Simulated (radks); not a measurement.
Removal energies from the vanadium ion V7+, [Ne] 3s2 3p4, by Delta-SCF beside the eigenvalue of the level emptied. All-electron calculation, scalar-relativistic Kohn-Sham, LDA (Slater exchange, Perdew-Wang correlation), spin-polarised, spherical densities, finite nucleus; Fermi nuclear charge, rms radius of each element as measured or else 0.836 A^(1/3) + 0.57 fm. Program: a radial shooting solver on a logarithmic mesh with Libxc functionals. Open shells are filled with parallel spins first.

3p: final configuration [Ne] 3s2 3p3; Delta-SCF (eV) 173.64; -eigenvalue (eV) 162.19
3s: final configuration [Ne] 3s1 3p4; Delta-SCF (eV) 201.26; -eigenvalue (eV) 189.64
2p: final configuration [He] 2s2 2p5 3s2 3p4; Delta-SCF (eV) 677.41; -eigenvalue (eV) 643.62
2s: final configuration [He] 2s1 2p6 3s2 3p4; Delta-SCF (eV) 771.42; -eigenvalue (eV) 741.53
